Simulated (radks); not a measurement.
The numbers below are computed, except where a source is named.
Problem. All-electron atom: Zr in [Kr] 4d1 5s2 5d1 (not the ground configuration). Code: a radial shooting solver on a logarithmic mesh with Libxc functionals. Model: scalar-relativistic Kohn-Sham, r2SCAN, spin-polarised, spherical densities, finite nucleus; open shells are filled with parallel spins first (spin-orbit coupling, left out, can overturn this in heavy ions); meta-GGA in the generalised Kohn-Sham scheme; Fermi nuclear charge, rms radius 4.2694 fm. Some entries of the table are withheld. Estimate them.

orbital,occ.,eigenvalue (Ry),<r^2> (bohr^2)
1s down,1,-1313.653,0.001854
1s up,1,-1313.652,0.001854
2s up,1,-183.3326,0.03113
2s down,1,-183.3230,0.03113
2p up,3,-163.3660,0.02455
2p down,3,-163.3593,0.02455
3s up,1,-30.87130,0.2398
3s down,1,-30.86754,0.2398
3p up,3,-24.29885,0.2481
3p down,3,-24.29413,0.2481
3d up,5,-13.55130,0.2477
3d down,5,-13.54276,0.2476
4s up,1,-4.65367,1.662
4s down,1,-4.60096,1.650
4p up,3,-2.97155,2.108
4p down,3,-2.90817,2.089
4d up,1,-0.68683,4.899
4d down,0,-0.61023,5.101
5s up,1,(1),12.62
5s down,1,(2),13.18
5d up,1,-0.05196,115.0

Solution. 
(1) 5s up eigenvalue (Ry): -0.60575
(2) 5s down eigenvalue (Ry): -0.58057
